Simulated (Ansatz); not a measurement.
Computed with Ansatz on PBE0-D4/def2-TZVP structures; ΔE is electronic, products minus reactants. CCSD(T)/CBS is the MP2 limit (def2-TZVPP, def2-QZVPP) plus CCSD(T) − MP2 in def2-TZVPP, frozen cores. DFT in def2-TZVPP. For Br outer-core shells are correlated without core-valence functions, which leaves a few kJ/mol of doubt a bond. Scalar relativity is left out up to krypton. One conformer a species, not always the lowest.

Consider the formal exchange of groups at the Si–C bond: `FC[SiH2]CS` + `N=C(O)CBr` → `FC[SiH2]CBr` + `N=C(O)CS`.

| level | ΔE (eV) |
| --- | --- |
| r2SCAN | -0.05 |
| CCSD/def2-TZVPP | -0.05 |
| CCSD(T)/def2-TZVPP | -0.05 |
| MP2/CBS(def2) | -0.04 |

Q: What does CCSD(T)/CBS give? (An estimate is asked.)

A: The calculation gave: -0.05 eV. The listed levels differ from it by 0.00, 0.00, 0.00, 0.01 eV.

Largest T1 diagnostic among the species: 0.013.
